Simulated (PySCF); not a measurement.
## Electronic structure of Pm⁺ (promethium, charge +1) at the UHF level

Configuration: [Xe] 4f4 6s1 6p1, one real determinant (an excited configuration). All numbers are calculated (PySCF 2.14, scalar relativity by spin-free X2C-1e, in x2c-TZVPPall (11s7p7d4f2g, 113 functions)).

```
Total energy                                                  : -10015.834455 hartree
One-electron energy                                           : -13653.2467 hartree
Hartree (Coulomb) energy                                      : 3865.3799 hartree
Exchange energy                                               : -227.9677 hartree
⟨S²⟩                                                          : 12.0036
⟨L²⟩                                                          : 38.193
Sum of ⟨r⟩                                                    : 41.38 bohr
Sum of ⟨r²⟩                                                   : 74.62 bohr²
Traceless quadrupole moment −½Σ⟨3z² − r²⟩ along its main axis : -15.0 e·bohr²
Langevin diamagnetic susceptibility                           : -59.1 ×10⁻⁶ cm³/mol
```

| shell | electrons | mean orbital energy (hartree) | spread (hartree) | rms radius, mean of both spins (bohr) |
| --- | --- | --- | --- | --- |
| 1s α | 1 | -1669.13562 | 0 | 0.0264 |
| 1s β | 1 | -1669.13379 | 0 | 0.0264 |
| 2s α | 1 | -276.08810 | 0 | 0.107 |
| 2s β | 1 | -276.08479 | 0 | 0.107 |
| 2p α | 3 | -246.69018 | 0.00332 | 0.0959 |
| 2p β | 3 | -246.68744 | 0.00112 | 0.0959 |
| 3s α | 1 | -62.50811 | 0 | 0.277 |
| 3s β | 1 | -62.42499 | 0 | 0.277 |
| 3p α | 3 | -53.04891 | 0.00604 | 0.277 |
| 3p β | 3 | -52.95565 | 0.01111 | 0.277 |
| 3d α | 5 | -39.90508 | 0.01389 | 0.256 |
| 3d β | 5 | -39.80518 | 0.01343 | 0.256 |
| 4s α | 1 | -13.80006 | 0 | 0.629 |
| 4s β | 1 | -13.56374 | 0 | 0.629 |
| 4p α | 3 | -10.59304 | 0.00294 | 0.667 |
| 4p β | 3 | -10.33099 | 0.01749 | 0.667 |
| 4d α | 5 | -5.92555 | 0.06084 | 0.739 |
| 4d β | 5 | -5.58288 | 0.02994 | 0.739 |
| 5s α | 1 | -2.43276 | 0 | 1.52 |
| 5s β | 1 | -2.32147 | 0 | 1.52 |
| 5p α | 3 | -1.52289 | 0.00177 | 1.75 |
| 5p β | 3 | -1.43085 | 0.02665 | 1.75 |
| 4f α | 4 | -1.05539 | 0.05896 | 1.01 |
| 6s α | 1 | -0.49584 | 0 | 3.75 |
| 6p α | 1 | -0.33818 | 0 | 4.82 |

⟨L²⟩ = 38.19 against 56 for a pure K term, so this real determinant mixes terms. Spin-orbit coupling, absent here, splits the open shell strongly. The s, p, d and f populations moved away from the nominal configuration during the SCF.

Densities and radii are taken from the X2C orbitals without a picture-change correction, which distorts them close to the nucleus.

Spin-orbit constants ζ (cm⁻¹) from the X2C one-electron operator on these orbitals: bare nucleus, nucleus screened by l(l+1)(2l+1)/3 electrons, and screened by the Breit-Pauli mean field of the electrons.

```json
{"shell": "2p", "bare": "2923000", "screened nucleus": "2827000", "mean field": "n/a"}
{"shell": "3p", "bare": "594000", "screened nucleus": "574500", "mean field": "n/a"}
{"shell": "3d", "bare": "92460", "screened nucleus": "77300", "mean field": "n/a"}
{"shell": "4p", "bare": "127800", "screened nucleus": "123600", "mean field": "n/a"}
{"shell": "4d", "bare": "16500", "screened nucleus": "13800", "mean field": "n/a"}
{"shell": "4f", "bare": "2246", "screened nucleus": "1215", "mean field": "n/a"}
{"shell": "5p", "bare": "17530", "screened nucleus": "16950", "mean field": "n/a"}
{"shell": "6p", "bare": "1938", "screened nucleus": "1875", "mean field": "n/a"}
```

To first order the Landé constant is A = 218.2 cm⁻¹, so the lowest level has J = 4 and lies 0.649 eV below the centre of the term. This holds in LS coupling only.
